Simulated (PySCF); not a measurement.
TaF4Br, SMILES [F][Ta]([F])([F])([F])[Br], multiplicity 1.

The structure is a stationary point at PBE-D3(BJ)/def2-SVP. The spin state was assumed, not searched. The def2 effective core potentials stand for the cores of Ta; spin–orbit coupling is left out.

Two levels are set side by side: PBE/def2-TZVP (PySCF) and PBE0/def2-TZVP (PySCF). Same geometry, gas phase. Differences are taken from unrounded values.

```json
[
 {"quantity": "orbital gap (eV)", "PBE0": "7.16", "PBE": "5.08", "PBE minus PBE0": "-2.08"},
 {"quantity": "highest occupied level (eV)", "PBE0": "-10.17", "PBE": "-8.75", "PBE minus PBE0": "1.41"},
 {"quantity": "lowest empty level (eV)", "PBE0": "-3.00", "PBE": "-3.67", "PBE minus PBE0": "-0.67"},
 {"quantity": "dipole moment (D)", "PBE0": "1.91", "PBE": "1.75", "PBE minus PBE0": "-0.16"},
 {"quantity": "mean polarisability (bohr³)", "PBE0": "57.8", "PBE": "61.1", "PBE minus PBE0": "3.3"}
]
```

Without exact exchange PBE keeps part of each electron's self-repulsion, which lifts occupied levels and narrows the gap. PBE's more diffuse valence density responds more strongly to a field. Differences between two approximate levels are no errors against the true value.

Rough cost on one machine, each run with all the roots and properties that it gave: PBE0 against PBE within a factor of 2.
